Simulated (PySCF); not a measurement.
Some computed properties have been withheld. Give your best values.

C6H5F3O2.
InChI=1S/C6H5F3O2/c1-2-11-5(10)3-4(7)6(8)9/h2H,1,3H2

Conformer (atom-mapped SMILES and torsion angles): `[CH2:1]=[CH:2][O:3][C:4](=[O:5])[CH2:6][C:7]([F:8])=[C:9]([F:10])[F:11]`: C1–C2–O3–C4 180°, C2–O3–C4–O5 -1°, O3–C4–C6–C7 161°, C4–C6–C7–F8 -92°.

| property | level | value |
| --- | --- | --- |
| point group of the GFN2-xTB geometry | GFN2-xTB | ? |
| rotational constants A, B, C of the GFN2-xTB geometry | GFN2-xTB | ? |
| dipole moment | PBE0/pcSseg-1 | ? |
| HOMO energy | PBE0/pcSseg-1 | -7.42 eV |
| LUMO energy | PBE0/pcSseg-1 | ? |
| 13C chemical shifts (computed TMS as zero) by class | GIAO PBE0/pcSseg-1 | 171.2 (1 C), 169.4 (1 C), 149.8 (1 C), 133.6 (1 C), 103.8 (1 C), 38.2 (1 C) ppm |
| 1H chemical shifts (computed TMS as zero) by class | GIAO PBE0/pcSseg-1 | 7.98 (1 H), 5.27 (1 H), 5.02 (1 H), 3.40 (2 H) ppm |
| isotropic shieldings of nuclei other than C and H, by class | GIAO PBE0/pcSseg-1 | -98 (1 O), 79 (1 O), 274 (1 F), 291 (1 F), 356 (1 F) ppm |

Electronic properties: PySCF, gas phase, density fitting.

**Question.** Give the dipole moment.

**Answer.** 3.11 D.

**Question.** Give the point group of the GFN2-xTB geometry.

**Answer.** C1.

**Question.** What are the rotational constants A, B, C of the GFN2-xTB geometry?

**Answer.** 2.725, 0.486, 0.453 GHz.

**Question.** What is the LUMO energy?

**Answer.** -0.71 eV.

With B = h/(8π²I), that is 505.379 GHz u Å² over I, the principal moments of inertia are 185.5, 1039.7 and 1115.3 u Å² (most abundant isotopes). The rotational constants make it an asymmetric top with κ = (2B − A − C)/(A − C) = -0.97, nearer the prolate limit (−1). The dipole equals about 10.4 × 10⁻³⁰ C·m (1 D = 3.33564 × 10⁻³⁰ C·m).

One conformer stands for the species.
